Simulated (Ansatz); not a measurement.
Species: C$_{5}$H$_{10}$Cl, charge 0, multiplicity 2. It need not be the lowest isomer of its formula. SMILES: C([C@H](C)Cl)C[CH2]
Geometry from a B3LYP-D3(BJ)/def2-TZVP (Ansatz, a first-principles code) optimisation:
```xyz
16

C     -2.8713    -0.9650     0.5484
C     -1.7072    -0.4594    -0.2202
C     -0.3663    -0.7639     0.4468
C      0.8519    -0.2641    -0.3109
C      2.1636    -0.7040     0.3084
Cl     0.8277     1.5641    -0.3994
H     -3.8315    -1.1055     0.0723
H     -2.8227    -1.0619     1.6251
H     -1.7871     0.6292    -0.3578
H     -1.7172    -0.8754    -1.2348
H     -0.2566    -1.8487     0.5512
H     -0.3504    -0.3477     1.4580
H      0.7999    -0.5750    -1.3541
H      3.0133    -0.3155    -0.2511
H      2.2398    -0.3553     1.3390
H      2.2181    -1.7956     0.3084
```
Charge 0, spin multiplicity 2.

Computed values are from Ansatz. Valence correlation only, unless marked. Open shells are spin-unrestricted. No spin-orbit coupling. Non-relativistic. CBS(X,Y): correlation extrapolated as X^-3; Hartree-Fock from the larger set. [CCSD(T)-MP2]/basis is that difference in the basis named.

### Question
What is the atomisation energy De at RI-MP2/CBS(cc-pV(T+d)Z,cc-pV(Q+d)Z)+[CCSD(T)-MP2]/cc-pV(T+d)Z?

### Answer
6144.3 kJ/mol.

### Question
What is the total energy at RI-MP2/CBS(cc-pV(T+d)Z,cc-pV(Q+d)Z)+[CCSD(T)-MP2]/cc-pV(T+d)Z?

### Answer
-656.0029 Eh.

### Question
What is the dipole moment at CCSD(T)/aug-cc-pV(D+d)Z?

### Answer
1.90 D.

### Question
What is the T1 diagnostic at CCSD/cc-pV(T+d)Z?

### Answer
0.010.
